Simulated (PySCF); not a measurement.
CH₅BCl₃N.
Atom-mapped SMILES: `[NH3+:1][BH2-:2][C:3]([Cl:4])([Cl:5])[Cl:6]` (hydrogens: H7, H8, H9 on N1; H10, H11 on B2)

A GFN2-xTB structure with every atom displaced at random (by about 0.01 Å) was refined with PySCF 2.14.0, PBE0-D3(BJ)/def2-SVP geometry optimisation, gas phase. Values at the start:

| coordinate | start |
| --- | --- |
| N1–B2 | 1.580 Å |
| N1–H7 | 1.013 Å |
| B2–C3 | 1.637 Å |
| B2–H10 | 1.181 Å |
| C3–Cl4 | 1.816 Å |
| C3–Cl5 | 1.797 Å |
| N1–B2–C3 | 101.1° |
| B2–C3–Cl4 | 114.4° |
| B2–C3–Cl5 | 111.4° |
| Cl4–C3–Cl5 | 106.5° |
| Cl5–C3–Cl6 | 105.5° |

How do these coordinates change at the PBE0-D3(BJ)/def2-SVP level?

```tsv
coordinate	PBE0-D3(BJ)/def2-SVP (Å or °)	change
C3–Cl4	1.762	-0.054
B2–H10	1.218	+0.037
N1–B2	1.610	+0.030
B2–C3	1.621	-0.016
C3–Cl5	1.812	+0.015
N1–H7	1.025	+0.012
N1–B2–C3	104.6	+3.5
B2–C3–Cl4	111.3	-3.1
Cl4–C3–Cl5	109.1	+2.6
B2–C3–Cl5	110.3	-1.1
Cl5–C3–Cl6	106.5	+1.0
```

The energy falls by 0.137 eV over 5 energy and gradient evaluations, the largest force component goes from 0.0264 to 2.8e-04 Eh/bohr, and the atoms move by 0.059 Å rms after alignment. The bond that changes most is C3–Cl4 (CCl3 carbon to chlorine of a CCl3 group), which shortens by 0.054 Å. Bonds longer at the end by more than 0.005 Å: 7 of 10; shorter: 3. Rotational constants go from 1976, 1489, 1338 to 1919, 1492, 1340 MHz.

The run used 121 basis functions and 34 SCF cycles in all. On an Arm Neoverse V1 with one thread, on a shared host, this took 34 s and 0.53 GiB of memory at its peak.

PBE0-D3(BJ)/def2-SVP frequencies: not computed here.

Conformer computed: `[NH3+:1][BH2-:2][C:3]([Cl:4])([Cl:5])[Cl:6]`: N1–B2–C3–Cl4 180°.
